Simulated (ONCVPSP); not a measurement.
Os: one change to an ONCV potential, before and after

```
Element                 : osmium (Os)
Generator               : ONCVPSP 4.0.1
Type                    : optimised norm-conserving Vanderbilt (ONCV)
Functional              : PBE
Relativity              : scalar-relativistic
Frozen core             : [Kr] 4d10 4f14
Valence charge          : 16
Reference configuration : 5s2 5p6 5d6 6s2
Partial waves           : 5s+6s: rc 1.65 bohr, ncon 4, nbas 9, qcut 6.2 1/bohr, 2 projectors; 5p: rc 1.25 bohr, ncon 4, nbas 7, qcut 5.7 1/bohr, 3 projectors, debl 1.3 Ha; 5d: rc 1.60 bohr, ncon 3, nbas 6, qcut 5.4 1/bohr, 2 projectors, debl 1.4 Ha; f scattering state at 0.29 Ha: rc 1.75 bohr, ncon 4, nbas 9, qcut 6.4 1/bohr, 3 projectors, debl 0.7 Ha
Local potential         : polynomial inside 0.90 bohr (lpopt 5, dvloc0 0 Ha)
Core correction         : Teter function, fcfact 5.25, rcfact 1.4
```

In the p channel the program set the typed energies aside and used -1.868, 0.250, 1.550 Ha.

Change: p: rc 1.08.

Cutoffs: the cutoffs (Ha) at which the residual kinetic energy of the hardest occupied pseudo-wave falls to 1 and 0.1 mHa per electron; they do not see the model core or the augmentation charge, which bear on the density cutoff. Errors are all-electron minus pseudo energies relative to the spin-unpolarised reference configuration.

Task: How do hardness, ghosts and transferability respond?

Result: The potential gets harder (86 Ha and 101 Ha → 111 Ha and 129 Ha); both files keep a bound ghost (f, p, s); the errors of the 4 common tests hardly move. A smaller radius makes the pseudo-wave follow the all-electron one further in, where it bends more sharply, so more plane waves are needed.

```tsv
quantity	base	changed
cutoff, loose	86 Ha	111 Ha
cutoff, tight	101 Ha	129 Ha
loose cutoff by channel	s 16 Ha, p 86 Ha, d 17 Ha	s 16 Ha, p 111 Ha, d 17 Ha
bound ghosts	s, p, f	s, p, f
GHOST(+) flags under 300 eV	none	none
error for 5s2 5p6 5d6 6s1, meV [ΔE 9.58 eV]	-4.9	-4.9
error for 5s2 5p6 5d6 6s0, meV [ΔE 26.49 eV]	-17	-16
error for 5s2 5p6 5d5 6s0, meV [ΔE 55.34 eV]	-20	-20
error for 5s2 5p6 5d7 6s0, meV [ΔE 9.04 eV]	-21	-20
s: phases at 1.68 bohr within 0.05 rad from the reference energy up to (Ha; the scan ends near 5)	to the end of the scan	to the end of the scan
d: phases at 1.63 bohr within 0.05 rad from the reference energy up to (Ha; the scan ends near 5)	to the end of the scan	to the end of the scan
f: phases at 1.78 bohr within 0.05 rad from the reference energy up to (Ha; the scan ends near 5)	to the end of the scan	to the end of the scan
rms error of d²Exc/dni dnj with the model core, mHa	1.57	1.63
```

 A true bound ghost makes a file unfit for plane-wave use even where its test errors are small: the radial tests pick states by their node count and pass the ghost by.
